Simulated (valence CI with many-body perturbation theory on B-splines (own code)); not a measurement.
## E1 line list for Zr X

Computed by valence CI with perturbative core correlation (CI+MBPT): three valence electrons over a frozen Dirac-Fock core [Ar] 3d10, radial functions for each j: 11 s, 11 p, 10 d, 8 f, 5 g, 2 h, with the one-electron correlation potential Σ1 (screened to all orders), the two-electron term Σ2, the three-electron term Σ3, Breit, model QED; selected single and double excitations, second order for the rest, scaled by the run's own slope (own B-spline code, finite nucleus).

No measured spectrum was set against this ion. As an estimate, levels hold to about 250 cm⁻¹ or 0.2 % of their energy and the worst to 1 %, as in measured heavy ions of charge 2 to 7; those with d or f electrons hold less well.

Lines 51 to 100 of 584 in falling wavelength, among levels below 124.93 eV, chosen from the strongest by gf and those to the six lowest levels. Wavelengths and rates use the calculated energies, so an error of 800 cm⁻¹ moves a line at 814.1 Å by 0.65 % and its rate by three times that or more. Electric multipoles are in the length gauge, E1 and E2 with the static RPA response of the core. Weak lines are less certain than strong ones. Lines between different terms over intervals too small for the method are left out, as are lines whose strength nearly cancels. Where a level lies close to another of its J and parity, the split of strength between their lines is uncertain. The highest levels of a list are the least certain.

Names give the largest LS component (configuration and term), which can be under half, so a name can repeat, a term be missing and a line seem to break the LS rules; names also repeat where a configuration has a term twice. Letters in brackets count levels of one name in rising energy.

| λ vac (Å) | Upper | Lower | A (s⁻¹) | S (a.u.) with core polarisation | S without |
| --- | --- | --- | --- | --- | --- |
| 814.1 | 4s4p5d ⁴P°_5/2 | 4s4p5p ²D_5/2 [a] | 1.33e+09 | 2.13e+00 | 2.14e+00 |
| 811.9 | 4s²5d ²D_5/2 | 4s²4f ²F°_7/2 | 1.37e+09 | 2.17e+00 | 2.14e+00 |
| 799.9 | 4s4p5d ⁴D°_7/2 | 4s4p4f ⁴D_5/2 | 1.65e+09 | 3.34e+00 | 3.39e+00 |
| 792.0 | 4s²5d ²D_3/2 | 4s²5p ²P°_3/2 | 9.92e+08 | 9.73e-01 | 9.81e-01 |
| 791.3 | 4s4p5d ²F°_5/2 [a] | 4s4p4f ⁴D_3/2 | 1.57e+09 | 2.31e+00 | 2.34e+00 |
| 787.3 | 4s4p5d ²F°_7/2 | 4s4p5p ²D_5/2 [a] | 5.63e+09 | 1.09e+01 | 1.10e+01 |
| 787.1 | 4s²5f ²F°_7/2 | 4s²5d ²D_5/2 | 8.65e+09 | 1.67e+01 | 1.67e+01 |
| 787.0 | 4s4p5d ⁴P°_5/2 | 4s4p5p ⁴S_3/2 | 3.49e+09 | 5.04e+00 | 5.10e+00 |
| 786.7 | 4s²5f ²F°_5/2 | 4s²5d ²D_5/2 | 5.84e+08 | 8.42e-01 | 8.47e-01 |
| 786.2 | 4s4p5d ⁴P°_3/2 | 4s4p5p ⁴S_3/2 | 1.54e+09 | 1.48e+00 | 1.50e+00 |
| 786.2 | 4s²5d ²D_5/2 | 4s²5p ²P°_3/2 | 6.18e+09 | 8.89e+00 | 8.96e+00 |
| 784.7 | 4s4p5d ⁴D°_5/2 | 4s4p5p ²P_3/2 [a] | 5.00e+09 | 7.15e+00 | 7.24e+00 |
| 784.1 | 4s4p5d ²P°_3/2 | 4s4p5p ²D_5/2 [a] | 8.90e+08 | 8.47e-01 | 8.65e-01 |
| 780.9 | 4s²5f ²F°_5/2 | 4s²5d ²D_3/2 | 7.95e+09 | 1.12e+01 | 1.13e+01 |
| 780.5 | 4s4p5d ⁴D°_3/2 | 4s4p5p ²P_1/2 [a] | 9.94e+08 | 9.33e-01 | 9.41e-01 |
| 777.7 | 4s4p5d ⁴D°_1/2 | 4s4p5p ⁴P_1/2 | 4.50e+09 | 2.09e+00 | 2.11e+00 |
| 777.4 | 4s4p5d ²F°_5/2 [a] | 4s4p5p ⁴P_3/2 | 3.08e+09 | 4.29e+00 | 4.34e+00 |
| 775.2 | 4s4p5d ⁴F°_7/2 | 4s4p5p ⁴D_7/2 | 1.95e+09 | 3.58e+00 | 3.62e+00 |
| 774.0 | 4s4p5d ⁴D°_3/2 | 4s4p5p ⁴P_1/2 | 2.50e+09 | 2.29e+00 | 2.31e+00 |
| 773.4 | 4s4p5d ⁴P°_1/2 | 4s4p5p ⁴S_3/2 | 3.50e+09 | 1.60e+00 | 1.62e+00 |
| 773.3 | 4s4p5d ²D°_5/2 | 4s4p5p ⁴D_5/2 | 5.83e+08 | 7.98e-01 | 8.13e-01 |
| 772.5 | 4s4p5d ⁴F°_9/2 | 4s4p4f ²F_7/2 [a] | 8.40e+08 | 1.91e+00 | 1.94e+00 |
| 772.0 | 4s4p5d ²F°_5/2 [b] | 4s4p5p ⁴D_7/2 | 5.80e+08 | 7.91e-01 | 7.99e-01 |
| 768.0 | 4s4p5d ⁴P°_5/2 | 4s4p4f ²F_7/2 [a] | 7.25e+08 | 9.73e-01 | 9.70e-01 |
| 766.1 | 4s4p5d ⁴F°_7/2 | 4s4p5p ⁴P_5/2 | 3.44e+09 | 6.11e+00 | 6.19e+00 |
| 764.5 | 4s4p5d ²D°_5/2 | 4s4p5p ²P_3/2 [a] | 1.25e+09 | 1.65e+00 | 1.66e+00 |
| 764.1 | 4s4p5d ⁴D°_7/2 | 4s4p5p ⁴D_5/2 | 4.85e+09 | 8.55e+00 | 8.66e+00 |
| 763.0 | 4s4p5d ²F°_5/2 [b] | 4s4p5p ⁴P_5/2 | 2.45e+09 | 3.22e+00 | 3.25e+00 |
| 762.1 | 4s4p5d ²F°_5/2 [b] | 4s4p5p ²D_3/2 [a] | 3.69e+09 | 4.84e+00 | 4.91e+00 |
| 758.9 | 4s4p5d ²P°_3/2 | 4s4p5p ⁴S_3/2 | 2.58e+09 | 2.23e+00 | 2.25e+00 |
| 758.6 | 4s4p5d ⁴F°_9/2 | 4s4p5p ⁴D_7/2 | 7.09e+09 | 1.53e+01 | 1.55e+01 |
| 758.6 | 4s4p5d ²D°_5/2 | 4s4p4f ²G_7/2 [a] | 4.50e+08 | 5.82e-01 | 5.75e-01 |
| 753.1 | 4s4p5d ⁴F°_3/2 [b] | 4s4p5p ²P_1/2 [a] | 4.39e+09 | 3.71e+00 | 3.76e+00 |
| 749.6 | 4s²5d ²D_3/2 | 4s²5p ²P°_1/2 | 5.55e+09 | 4.61e+00 | 4.65e+00 |
| 745.6 | 4s4p5d ⁴P°_5/2 | 4s4p5p ⁴P_5/2 | 7.31e+08 | 8.97e-01 | 9.11e-01 |
| 744.8 | 4s4p5d ⁴P°_3/2 | 4s4p5p ⁴P_5/2 | 2.30e+09 | 1.87e+00 | 1.90e+00 |
| 744.8 | 4s4p5d ⁴D°_5/2 | 4s4p5p ⁴D_3/2 | 1.60e+09 | 1.96e+00 | 1.99e+00 |
| 744.0 | 4s4p5d ⁴P°_3/2 | 4s4p5p ²D_3/2 [a] | 1.92e+09 | 1.56e+00 | 1.57e+00 |
| 739.2 | 4s4p5d ²F°_5/2 [a] | 4s4p5p ⁴D_5/2 | 9.52e+08 | 1.14e+00 | 1.16e+00 |
| 732.5 | 4s4p5d ⁴P°_1/2 | 4s4p5p ²D_3/2 [a] | 3.05e+09 | 1.18e+00 | 1.20e+00 |
| 731.0 | 4s4p5d ⁴D°_3/2 | 4s4p5p ⁴D_3/2 | 8.67e+08 | 6.69e-01 | 6.77e-01 |
| 727.2 | 4s4p5d ⁴F°_3/2 [a] | 4s4p5p ⁴D_1/2 | 6.41e+09 | 4.87e+00 | 4.94e+00 |
| 726.7 | 4s4p5d ²D°_5/2 | 4s4p5p ⁴D_3/2 | 5.13e+09 | 5.83e+00 | 5.91e+00 |
| 725.7 | 4s4p5d ²F°_5/2 [a] | 4s4p4f ²G_7/2 [a] | 4.96e+08 | 5.62e-01 | 5.58e-01 |
| 723.1 | 4s4p5d ²F°_7/2 | 4s4p5p ⁴P_5/2 | 9.19e+08 | 1.37e+00 | 1.39e+00 |
| 719.4 | 4s²6p ²P°_1/2 | 4s²5d ²D_3/2 | 7.00e+09 | 2.57e+00 | 2.56e+00 |
| 708.4 | 4s4p5d ⁴P°_1/2 | 4s4p4f ⁴D_3/2 | 2.05e+09 | 7.19e-01 | 7.17e-01 |
| 707.7 | 4s4p5d ⁴P°_3/2 | 4s4p5p ⁴P_3/2 | 1.82e+09 | 1.28e+00 | 1.28e+00 |
| 706.9 | 4s4p5d ⁴F°_3/2 [b] | 4s4p5p ⁴D_3/2 | 1.90e+09 | 1.32e+00 | 1.35e+00 |
| 706.0 | 4s²6p ²P°_3/2 | 4s²5d ²D_5/2 | 6.55e+09 | 4.55e+00 | 4.53e+00 |
